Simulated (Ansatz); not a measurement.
Computed with Ansatz on PBE0-D4/def2-TZVP structures; ΔE is electronic, products minus reactants. CCSD(T)/CBS adds triple-zeta CCSD(T) − MP2 to the extrapolated MP2 energy (def2 sets, frozen cores). This one scheme is used for every species. Functionals use def2-TZVPP. Elements past krypton have def2 core potentials. For Sn outer-core shells are correlated without core-valence functions, which leaves a few kJ/mol of doubt a bond. Each species was taken in one conformer, which may not be the lowest.

Consider the ligand exchange at the Sn–F bond: `C[O][Sn]([CH3])([F])[SH]` + HCl → `C[O][Sn]([CH3])([SH])[Cl]` + H–F.

```json
{"level": "r2SCAN-D4", "ΔE (kJ/mol)": "-28.9"}
{"level": "PBE0-D4", "ΔE (kJ/mol)": "-37.8"}
{"level": "ωB97M-V", "ΔE (kJ/mol)": "-30.9"}
{"level": "PBE", "ΔE (kJ/mol)": "-26.1"}
{"level": "r2SCAN", "ΔE (kJ/mol)": "-27.5"}
{"level": "SCS-MP2/def2-TZVPP", "ΔE (kJ/mol)": "-35.0"}
{"level": "CCSD(T)/def2-TZVPP", "ΔE (kJ/mol)": "-34.3"}
{"level": "HF/def2-QZVPP", "ΔE (kJ/mol)": "-30.2"}
```

Question: What does CCSD(T)/CBS give? (Estimate.)

Answer: The calculation gave: -36.9 kJ/mol. The listed levels differ from it by 8.0, -0.9, 6.0, 10.8, 9.4, 1.9, 2.6, 6.7 kJ/mol.

Largest T1 diagnostic among the species: 0.013.

The D4 term adds −7.7 kJ/mol with B3LYP and −4.4 kJ/mol with PBE0; it sums over pairs of atoms, weighted by their polarisabilities, and B3LYP, whose exchange is more repulsive, gets the larger term. From PBE to PBE0 (25 % exact exchange), in def2-TZVPP and without D4, ΔE moves by −7.2 kJ/mol.

B3LYP here is the variant with VWN-RPA as its local correlation; programs differ in this.
